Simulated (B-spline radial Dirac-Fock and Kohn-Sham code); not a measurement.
Diagram lines of Au⁺

System: Au⁺, configuration [Xe] 4f14 5d10, inside a Watson sphere of charge -1 and radius 2.4 Å (a model of the Madelung potential; inside it an electron's potential energy is raised by 6.0 eV).

The computed values come from a radial finite-basis atomic code: Dirac-Fock ΔSCF + Breit + QED. A line energy is the difference of two single-hole energies; the list is a selection of electric-dipole transitions between resolved j subshells. Correlation and solid-state effects are left out.

```tsv
line	energy (eV)	wavelength (Å)
Kβ2' (K-N3)	80168.5	0.15465
Kβ2'' (K-N2)	80071.0	0.15484
Kβ1 (K-M3)	77970.0	0.15902
Kβ3 (K-M2)	77565.1	0.15985
Kα1 (K-L3)	68800.5	0.18021
Kα2 (K-L2)	66985.8	0.18509
Lγ4 (L1-O3)	14302.5	0.86687
Lγ3 (L1-N3)	13810.1	0.89778
Lγ6 (L2-O4)	13730.0	0.90302
Lγ2 (L1-N2)	13712.5	0.90417
Lγ1 (L2-N4)	13377.9	0.92679
Lγ5 (L2-N1)	12965.9	0.95623
Lβ5 (L3-O5)	11916.8	1.0404
Lβ7 (L3-O1)	11804.2	1.0503
Lβ3 (L1-M3)	11611.6	1.0678
Lβ2 (L3-N5)	11581.3	1.0706
Lβ15 (L3-N4)	11563.1	1.0722
Lβ1 (L2-M4)	11441.6	1.0836
Lβ4 (L1-M2)	11206.7	1.1063
Lβ6 (L3-N1)	11151.1	1.1119
Lη (L2-M1)	10300.2	1.2037
Lα1 (L3-M5)	9712.3	1.2766
Lα2 (L3-M4)	9626.9	1.2879
Lℓ (L3-M1)	8485.5	1.4611
Mγ (M3-N5)	2411.8	5.1408
Mβ (M4-N6)	2206.8	5.6183
Mα1 (M5-N7)	2125.0	5.8345
Mα2 (M5-N6)	2121.3	5.8446
Mζ1 (M5-N3)	1655.7	7.4885
Mζ2 (M4-N2)	1643.6	7.5436
```
